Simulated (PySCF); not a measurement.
CH₆N₂O₂Si₂.
SMILES: `O=C(O)[SiH]1N[SiH2]N1`

A linear-response calculation (PySCF, def2-SVPD basis, gas phase, vertical, core orbitals frozen in the response) gave these numbers; the functional is withheld.

Orbital energies (eV): HOMO-3 -10.98, HOMO-2 -9.81, HOMO-1 -8.99, HOMO -8.75, LUMO -0.15, LUMO+1 0.96, LUMO+2 1.24.

| state | E (eV) | f | main configurations (H = HOMO, L = LUMO) |
| --- | --- | --- | --- |
| S1 | 4.68 | 0.0010 | H→L (69%), H-2→L (14%) |
| S2 | 5.56 | 0.025 | H-1→L (96%) |
| S3 | 5.92 | 0.0006 | H-2→L (53%), H→L (24%), H→L+2 (15%) |
| S4 | 6.91 | 0.028 | H→L+1 (61%), H-1→L+2 (18%) |
| S5 | 6.94 | 0.0032 | H→L+2 (29%), H-1→L+1 (25%), H-2→L (9%) |
| S6 | 7.04 | 0.016 | H-1→L+2 (47%), H-1→L+1 (13%), H→L+1 (11%) |

Triplets, Tamm–Dancoff:

| state | E (eV) | λ (nm) | main configurations (H = HOMO, L = LUMO) |
| --- | --- | --- | --- |
| T1 | 4.06 | 305.7 | H→L (61%), H-2→L (17%), H→L+2 (11%) |
| T2 | 5.32 | 233.0 | H-1→L (94%) |
| T3 | 5.61 | 220.9 | H-3→L (66%), H-3→L+2 (21%) |
| T4 | 5.64 | 219.8 | H-2→L (45%), H→L (28%), H→L+2 (14%) |

Vertical ionisation energy by ΔSCF with the same functional: 9.52 eV. Mean static polarisability: 80.6 au.

**Question.** Name the functional.
A. PBE
B. HF
C. CAM-B3LYP
D. B3LYP

**Answer.** C. CAM-B3LYP is range-separated, 19% exact exchange at short range and 65% at long range (ω = 0.33 bohr⁻¹). In this run −ε(HOMO) = 8.75 eV differs from the ΔSCF value by -0.77 eV, and S1 differs from the orbital gap of 8.60 eV by -3.92 eV. The ratio −ε(HOMO)/IP is 0.92. Small neutral molecules mostly give 0.85 to 0.93 with CAM-B3LYP, 0.5 to 0.7 with PBE, 0.67 to 0.83 with B3LYP; with Hartree–Fock the ratio is 1 or more (Koopmans' value less the relaxation energy is the ΔSCF value).

Level of theory: TDDFT CAM-B3LYP/def2-SVPD, vertical, gas phase, core orbitals frozen in the response (PySCF). The structure is a single PBE0-D3(BJ)/def2-SVP conformer in the gas phase; no vibrational or solvent corrections.

Conformer computed: `[O:1]=[C:2]([OH:3])[SiH:4]1[NH:5][SiH2:6][NH:7]1`: O1–C2–Si4–N5 136°, H–O3–C2–O1 0°.
